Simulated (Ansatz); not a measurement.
```yaml
atoms:
  - { symbol: C, position_ang: [-0.0408, 0.0151, -0.0246] }
  - { symbol: C, position_ang: [1.4387, -0.0270, -0.0308] }
  - { symbol: C, position_ang: [-0.7454, 1.2037, 0.0238] }
  - { symbol: C, position_ang: [-0.6602, -1.2123, -0.0203] }
  - { symbol: H, position_ang: [1.9913, -0.9507, 0.0428] }
  - { symbol: H, position_ang: [1.9879, 0.9704, 0.0304] }
  - { symbol: H, position_ang: [-1.8067, 1.2045, 0.0330] }
  - { symbol: H, position_ang: [-0.1283, 2.1696, -0.0123] }
  - { symbol: H, position_ang: [-1.7772, -1.2727, -0.0336] }
  - { symbol: H, position_ang: [-0.2085, -2.2120, 0.0083] }
```

Basis set: 6-31G* (spherical functions). Correlated methods keep 4 orbitals frozen. Charge 0, multiplicity 3.

Computed with Ansatz (development build ahead of 0.2.0); each method stands on the lowest determinant of its kind that the runs found.

The atomization energy at this shape (free ground-state atoms in the same class of orbitals less the molecule, no zero-point energy) of triplet C4H6:

```tsv
method	atomization energy
UHF	3073.2 kJ/mol
```

Task: What does UHF-MP2 give?

Result: 3699.5 kJ/mol. Caution: the shape is not the minimum; the unrestricted determinant is spin contaminated.
